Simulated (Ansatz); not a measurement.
Geometry optimisation, RKS B3LYP/def2-SVP in Ansatz 0.2.0.

Input file:

```yaml
crystal:
  periodic: [false, false, false]
  atoms:
    - { symbol: Al, position_ang: [0.019395, -1.206682, -0.282022] }
    - { symbol: Cl, position_ang: [1.20342, -0.95537, -2.118257] }
    - { symbol: C, position_ang: [0.836037, -1.219615, 1.47062] }
    - { symbol: O, position_ang: [-1.644004, -1.52703, -0.428384] }
    - { symbol: H, position_ang: [0.315218, 1.357116, -1.21499] }
    - { symbol: C, position_ang: [-0.251732, 2.03728, -0.583669] }
    - { symbol: H, position_ang: [1.770216, -0.637249, 1.50532] }
    - { symbol: H, position_ang: [0.144915, -0.822657, 2.231624] }
    - { symbol: H, position_ang: [1.080147, -2.255324, 1.763411] }
    - { symbol: H, position_ang: [-2.144102, -1.597993, -1.248173] }
    - { symbol: H, position_ang: [-0.410884, 1.605815, 0.417957] }
    - { symbol: H, position_ang: [0.309042, 2.976477, -0.468904] }
    - { symbol: H, position_ang: [-1.227768, 2.245133, -1.044334] }
basis:
  gaussian: { orbitals: def2-SVP }
hamiltonian:
  xc: b3lyp
relax:
  f_tol: 0.03
  max_steps: 50
output:
  orbitals: {}
```

Command:

```bash
$ ansatz run input.yaml --threads 2 --pin off --max-ram 3072MiB --backend cpu --events-out ev --progress --plain --runs-dir out
```

Problem. Where does it end, and by what steps?

Solution. The forces met the threshold. After 6 steps the energy has fallen by 0.071 eV; Cl2 moved furthest, 0.37 Å.

```csv
step,energy less start (eV),largest force component (eV/Å),accepted
0,0.0000,0.731,yes
1,-0.0591,0.323,yes
2,-0.0676,0.052,yes
3,-0.0690,0.055,yes
4,-0.0702,0.033,yes
5,-0.0707,0.036,yes
6,-0.0712,0.027,yes
```

```xyz
13
Properties=species:S:1:pos:R:3
Al 0.012 -1.320 -0.340
Cl 1.192 -1.323 -2.109
C 0.803 -1.169 1.423
O -1.663 -1.580 -0.494
H 0.348 1.482 -1.202
C -0.221 2.116 -0.504
H 1.691 -0.517 1.431
H 0.074 -0.787 2.156
H 1.127 -2.167 1.769
H -2.138 -1.733 -1.317
H -0.245 1.659 0.497
H 0.270 3.097 -0.436
H -1.249 2.241 -0.874
```

Whether the end is a true minimum wasn't checked by a vibrational analysis.

The run took 16 s on 2 threads of Intel(R) Xeon(R) 6975P-C (Granite Rapids) (shared host), peak memory 0.3 GiB.
